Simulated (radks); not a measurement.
Values are calculated unless marked as measured or tabulated.
Question: Neutral iron: order these configurations by energy. Code: a radial shooting solver on a logarithmic mesh with Libxc functionals. Model: non-relativistic Kohn-Sham, PBE, spin-polarised, spherical densities, point nucleus. Open shells are filled with parallel spins first. [Ar] 3d5 4s2 4p1; [Ar] 3d6 4s1 4p1; [Ar] 3d6 4s2; [Ar] 3d7 4s1.

Answer: From the lowest, in eV above it: [Ar] 3d6 4s2 0.000; [Ar] 3d7 4s1 0.232; [Ar] 3d6 4s1 4p1 2.639; [Ar] 3d5 4s2 4p1 5.849.
